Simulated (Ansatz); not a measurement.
The same path of CH5GaO + H2 (10 atoms, charge 0, multiplicity 1) was run twice with different band settings. Lost on the way: Ga1–C2, H9–H10. Made: Ga1–H9, C2–H10.

All numbers below come from RKS PBE0/def2-SVP (Ansatz).

Relaxed end points:

```xyz
10
Properties=species:S:1:pos:R:3
Ga 0.031 -0.022 0.278
C -0.134 0.327 2.205
H -1.097 -0.022 2.607
H 0.680 -0.153 2.769
H -0.069 1.412 2.388
H 1.327 -0.243 -0.567
O -1.436 -0.010 -0.755
H -2.266 0.141 -0.293
H 0.185 -2.779 0.424
H 0.098 -2.658 1.172
```

```xyz
10
Properties=species:S:1:pos:R:3
Ga -0.033 -0.751 -0.589
C 0.020 -0.182 2.742
H -0.973 -0.012 3.179
H 0.785 -0.150 3.529
H 0.232 0.608 2.007
H 1.265 0.110 -0.656
O -1.513 0.173 -0.984
H -2.325 -0.344 -0.974
H -0.181 -2.285 -0.294
H 0.042 -1.174 2.266
```

Common settings: movable images 9; climbing image yes; spring 5.0 eV/Å²; optimiser quadratic models (default); start path through a guess of the saddle point; iteration limit 60; end points relaxed.

| run | force threshold |
| --- | --- |
| 1 | 0.03 eV/Å |
| 2 | 0.5 eV/Å |

**Question.** What does each run give, and how far can it be trusted?

**Answer.** Run 1: converged after 21 iterations, highest image 1.498 eV above the first end. The profile has 2 maxima (images 1, 5) with wells between them (image 3): this band takes more than one step, which may be the mechanism or a detour left from its start path. A structure lower than the first end lies on the path between it and the top, so the climb from that side starts below the end, which may itself be a saddle point or a shallow side well. A structure lower than the last end lies on the path between it and the top, so the climb from that side starts below the end, which may itself be a saddle point or a shallow side well. Neighbouring images differ by up to 1.5 eV, so the band resolves the path poorly. A vibrational analysis at the climbing image gives one clearly imaginary mode, 1456i cm⁻¹: a first-order saddle point.
Run 2: converged after 6 iterations, highest image 1.560 eV above the first end. The threshold of 0.5 eV/Å is loose, so the images may lie well off the minimum-energy path. The order of the stationary point at the top wasn't checked.
The orbitals stay closed-shell, which can raise the energy where a bond breaks towards radicals; this wasn't checked here.
